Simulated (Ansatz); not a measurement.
`FBN[CH2][SnH3]` + `[SnH4]` → `[SnH3][CH2][SnH3]` + `NBF` at 500 K and 1 bar (formal exchange of groups at a C–N bond).

Gas-phase electronic energies from Ansatz, PBE0-D4/def2-TZVP geometries. CBS: MP2 limit from def2 TZ/QZ plus the TZ coupled-cluster correction, frozen cores. This one scheme is used for every species. Elements past krypton have def2 core potentials. For Sn outer-core shells are correlated without core-valence functions, which leaves a few kJ/mol of doubt a bond. Each species was taken in one conformer, which may not be the lowest.

```tsv
species	CCSD(T)/CBS energy (Eh)	H − E (kJ/mol)	S (J/(mol·K))
`FBN[CH2][SnH3]`	-435.64520	264.8	449.1
`[SnH4]`	-216.39156	91.5	258.6
`[SnH3][CH2][SnH3]`	-470.86997	225.6	453.9
`NBF`	-181.19761	137.2	290.8
```

H − E and S are ideal-gas, rigid-rotor, harmonic terms from PBE0-D4/def2-TZVP, for one conformer and one mirror image of each species. 1 Eh = 2625.50 kJ/mol, R = 8.31446 J/(mol·K).

Task: By hand: ΔE, ΔH, ΔS and ΔG.

Result: ΔE = (-470.86997) + (-181.19761) − (-435.64520) − (-216.39156) = -0.03082 Eh = -80.9 kJ/mol. Δ(H − E) = 225.6 + 137.2 − 264.8 − 91.5 = 6.5, so ΔH = -74.4 kJ/mol. ΔS = 453.9 + 290.8 − 449.1 − 258.6 = 37.0 J/(mol·K). ΔG = -74.4 − 500 × (37.0)/1000 = -92.9 kJ/mol.

Task: By hand: the equilibrium constant, and the temperature at which ΔG would vanish if ΔH and ΔS stayed fixed.

Result: log₁₀ K = −ΔG/(RT ln 10) = 9.7. ΔH and −TΔS have one sign here, so there is no such temperature.

ΔH outweighs TΔS. A doubt of 5 kJ/mol in ΔE shifts log₁₀ K by 0.5 here. Other conformers and mirror images would add mixing entropy, several J/(mol·K) or more a flexible species. Modes under 60 cm⁻¹, often nearly free rotors, make the harmonic entropy too high. These are equilibria of isolated gas molecules and say nothing of rates. Largest T1 diagnostic: 0.013 (customary marks: 0.02 for closed shells, 0.045 for open ones).
